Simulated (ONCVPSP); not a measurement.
Transferability test, ONCV potential for gold (Au)

- Element: Au
- Generator: ONCVPSP 4.0.1
- Type: optimised norm-conserving Vanderbilt (ONCV)
- Functional: PBEsol
- Relativity: scalar-relativistic
- Frozen core: [Kr] 4d10 4f14
- Valence charge: 19
- Reference configuration: 5s2 5p6 5d10 6s1
- Partial waves: 5s+6s: rc 1.45 bohr, ncon 4, nbas 8, qcut 7.9 1/bohr, 2 projectors; 5p: rc 1.15 bohr, ncon 4, nbas 8, qcut 6.9 1/bohr, 2 projectors, debl 3.7 Ha; 5d: rc 2.15 bohr, ncon 4, nbas 8, qcut 6 1/bohr, 1 projector
- Local potential: polynomial inside 1.10 bohr (lpopt 5, dvloc0 0 Ha)
- Core correction: Teter function fitted to the true core (icmod 2), fcfact 0.7

Energies are relative to the spin-unpolarised reference configuration 5s2 5p6 5d10 6s1; without spin polarisation the order of configurations can differ from experiment.

(1) Give the all-electron excitation energy and the error of the potential for: 5s2 5p6 5d10 6s0; 5s2 5p6 5d9 6s0; 5s2 5p6 5d8 6s0; 5s1 5p6 5d10 6s1.

Levels in the configuration 5s2 5p6 5d8 6s0:

```csv
level,all-electron (eV),pseudo (eV)
5s,-144.718,-144.767
5p,-95.705,-95.743
5d,-40.658,-40.639
```

## Answers

(1)

```json
{"valence configuration": "5s2 5p6 5d10 6s0", "charge": "+1", "ΔE all-electron (eV)": "9.440", "error AE − PS (meV)": "-2.4"}
{"valence configuration": "5s2 5p6 5d9 6s0", "charge": "+2", "ΔE all-electron (eV)": "30.678", "error AE − PS (meV)": "-11"}
{"valence configuration": "5s2 5p6 5d8 6s0", "charge": "+3", "ΔE all-electron (eV)": "64.586", "error AE − PS (meV)": "-14"}
{"valence configuration": "5s1 5p6 5d10 6s1", "charge": "+1", "ΔE all-electron (eV)": "115.314", "error AE − PS (meV)": "-542"}
```
